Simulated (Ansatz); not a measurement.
Program: Ansatz. Geometries: PBE0-D4/def2-TZVP. ΔE: electronic, gas phase. CCSD(T)/CBS is the MP2 limit (def2-TZVPP, def2-QZVPP) plus CCSD(T) − MP2 in def2-TZVPP, frozen cores. def2 core potentials past Kr. For Bi, In outer-core shells are correlated without core-valence functions, which leaves a few kJ/mol of doubt a bond. Each species was taken in one conformer, which may not be the lowest.

Reaction (redistribution): `C[O][Bi]([Cl])[Cl]` + `C#[C][In]([F])[Cl]` → `C[O][Bi]([F])[Cl]` + `C#[C][In]([Cl])[Cl]`

```csv
species,CCSD(T)/CBS(def2) energy (Eh)
`C[O][Bi]([Cl])[Cl]`,-1248.84930
`C#[C][In]([F])[Cl]`,-826.10583
`C[O][Bi]([F])[Cl]`,-888.84962
`C#[C][In]([Cl])[Cl]`,-1186.11436
```

Q: Work out ΔE.

A: ΔE = (-888.84962) + (-1186.11436) − (-1248.84930) − (-826.10583) = -0.00885 Eh = -0.24 eV.

Largest T1 diagnostic among the species: 0.015.

In def2-TZVPP, CCSD(T) changes the Hartree–Fock value by +0.03 eV (the triples alone add +0.01 eV) and MP2 by +0.05 eV. Leaving LDA and LC-ωPBE aside and taking each functional with its dispersion term where it has one, the values, not all of them listed here, spread over 0.08 eV, from B97M-V to BLYP-D4.
